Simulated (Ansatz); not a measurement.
[CuBr3(NH3)]- (CuBr3NH3⁻) was relaxed with PBE-D4 (def2-SVPD) in Ansatz in these states: charge -1 doublet, neutral triplet. The geometries follow in no particular order.

A:

```tsv
atom	x (Å)	y (Å)	z (Å)
Cu1	0.057	0.085	-0.775
Br2	2.229	1.138	-0.787
Br3	0.218	0.362	-3.144
Br4	-2.092	-0.871	-1.316
N5	-0.080	-0.155	1.232
H6	-0.646	-0.978	1.474
H7	-0.535	0.665	1.653
H8	0.849	-0.246	1.663
```

B:

```tsv
atom	x (Å)	y (Å)	z (Å)
Cu1	-0.654	-0.216	0.637
Br2	-0.401	-2.540	-0.174
Br3	-1.472	-0.600	2.835
Br4	-1.544	2.052	0.203
N5	0.858	0.270	-0.687
H6	1.220	1.216	-0.525
H7	0.393	0.256	-1.600
H8	1.600	-0.438	-0.690
```

**Question.** Judge from the bond lengths which geometry belongs to which state (an estimate).

**Answer.** A is the neutral triplet (Cu1–Br4 2.414 Å, Cu1–Br2 2.414 Å, Cu1–N5 2.026 Å); B is the charge -1 doublet (Cu1–Br4 2.474 Å, Cu1–Br2 2.474 Å, Cu1–N5 2.068 Å).
